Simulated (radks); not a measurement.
The numbers below are computed, except where a source is named.
The table gives one normalised radial function P(r) = r R(r) of W+ in [Xe] 4f13.5 5d4 6s1 6p0.5 (r in bohr). Code: a radial shooting solver on a logarithmic mesh with Libxc functionals. Model: scalar-relativistic Kohn-Sham, PBE, spin-polarised, spherical densities, point nucleus; open shells are filled with parallel spins first (spin-orbit coupling, left out, can overturn this in heavy ions).

r,P
0.001721,0.0000
0.002738,0.0001
0.004389,0.0003
0.006981,0.0009
0.0111,0.0032
0.01766,0.0103
0.02808,0.0310
0.04466,0.0812
0.07104,0.1693
0.1139,0.2355
0.1811,0.1045
0.2881,-0.2410
0.4581,-0.3108
0.7286,0.2006
1.159,0.7259
1.843,0.7285
2.955,0.3740
4.699,0.0906
7.474,0.0074
11.89,0.0001

Which n and l does it have? It may be an empty orbital.

Answer. n = 5, l = 2: the number of nodes gives n - l - 1 = 2, the rise at small r (about r^(l+1), flatter next to the nucleus through relativity) gives l, and the extent must fit the shell. The curve is that of 5d up; the table hardly tells the two spins apart. 5d up: eigenvalue -15.017 eV, 2 radial nodes at r = 0.211, 0.630 bohr, <r> = 1.85 bohr, 90 % of the charge inside 2.88 bohr.
